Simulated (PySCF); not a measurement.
Worked example: oscillator strength and radiative lifetime

C2H3F3Sn, SMILES C=[CH][Sn]([F])([F])[F].

Coordinates come from a r2SCAN-D4/def2-SVP optimisation. The structure was generated by enumeration; whether it is a known compound was not checked. The def2 effective core potentials stand for the cores of Sn; spin–orbit coupling is left out. Other conformers were not sampled.

TDA-PBE/def2-SVPD in PySCF puts the first singlet state with f over 0.02 at 6.13 eV (vertical), with the transition dipole (-0.367, 0.943, 0.000) in atomic units.

Q: Find the oscillator strength, the wavelength and the radiative lifetime that this transition would have in vacuum if emission retraced absorption.

A: 
|μ|² = 1.0239 au, so |μ| = 2.57 D. ΔE = 6.13/27.211 = 0.2253 hartree. f = (2/3) ΔE |μ|² = 0.154 (the program prints 0.154).
λ = 1239.84/6.13 = 202 nm; ν = 49442 cm⁻¹.
Einstein's coefficient A = 0.6670 ν² f s⁻¹ (ν in cm⁻¹) = 2.5e8 s⁻¹, so τ = 1/A = 4.0 ns. This state is S4; the lower singlets have f = 0.003, 0.001, 0.000. The figure is the radiative limit of this one transition; relaxation, internal conversion, crossing to triplets and a medium change what is measured.
